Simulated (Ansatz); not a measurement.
Cartesian coordinates in Å:
```
F 1.7503 0.4841 -1.0709
Ge 0.5637 0.4928 0.1964
S -0.1846 -1.6041 0.2203
Cl -0.9507 1.9086 -0.4126
H -1.1786 -1.2814 1.0669
```

Total charge 0; spin multiplicity 2.

Problem. List the r2SCAN/def2-TZVPP orbital energies in eV (Ansatz 0.2.0). (Best estimate.)

Solution. The calculation gave: α occupied: -10836.24, -2753.77, -2410.17, -1351.20, -1201.28, -1201.26, -1201.25, -666.13, -255.13, -214.57, -193.71, -193.53, -193.52, -169.44, -158.65, -158.60, -158.44, -119.17, -119.12, -119.11, -32.92, -32.44, -32.40, -32.38, -32.35, -30.29, -21.73, -19.84, -14.26, -11.57, -11.30, -10.70, -10.44, -9.52, -8.92, -8.61, -7.57, -6.41. α empty: -1.28, -0.67, -0.37, -0.10, 3.93, 4.33, 4.54, 4.77. β occupied: -10836.21, -2753.73, -2410.11, -1351.20, -1201.25, -1201.24, -1201.24, -666.05, -255.10, -214.54, -193.63, -193.50, -193.49, -169.41, -158.60, -158.52, -158.40, -119.12, -119.09, -119.07, -32.85, -32.37, -32.31, -32.28, -32.27, -30.15, -21.52, -19.57, -13.89, -11.42, -11.05, -10.49, -10.33, -9.25, -8.72, -8.50, -7.39. β empty: -4.74, -0.88, -0.36, -0.11, 0.50, 4.31, 4.56, 4.88. ⟨S²⟩ = 0.755.
